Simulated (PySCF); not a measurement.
PySCF 2.14 output of an unrestricted M06-L calculation on a single atom or ion in dyall-acv3z (15s9p4d2f, 76 functions), with the spin-free X2C one-electron Hamiltonian (Gaussian nucleus):

```
SCF conv_tol = 1e-09
number electrons alpha = 5  beta = 3
    Y. Zhao and D. G. Truhlar.,  J. Chem. Phys. 125, 194101 (2006)
    Y. Zhao and D. G. Truhlar.,  J. Chem. Phys. 125, 194101 (2006)
    Y. Zhao and D. G. Truhlar.,  Theor. Chem. Acc. 120, 215 (2008)
cycle= 1 E= -98.4921853970794  delta_E= -0.0054  |g|= 0.197  |ddm|= 0.0712
cycle= 2 E= -98.4922754071788  delta_E= -9e-05  |g|= 0.0303  |ddm|= 0.0103
cycle= 3 E= -98.4922842455756  delta_E= -8.84e-06  |g|= 0.0129  |ddm|= 0.00681
cycle= 4 E= -98.4923196299554  delta_E= -3.54e-05  |g|= 0.000778  |ddm|= 0.00334
cycle= 5 E= -98.4923196974579  delta_E= -6.75e-08  |g|= 2.86e-05  |ddm|= 0.000151
cycle= 6 E= -98.4923196975223  delta_E= -6.44e-11  |g|= 3.08e-06  |ddm|= 1.52e-05
converged SCF energy = -98.4923196975223  <S^2> = 2.0041981  2S+1 = 3.0027974
```

The run itself started from symmetry-adapted Hartree-Fock orbitals and held the occupation by maximum overlap, on a logarithmic radial grid, so the iterations belong to that start.

Q: Which element, charge and spin multiplicity is this?

A: F⁺ (fluorine, charge +1), multiplicity 3; the state was [He] 2s1 2p5, high-spin 3P determinant (an excited configuration).
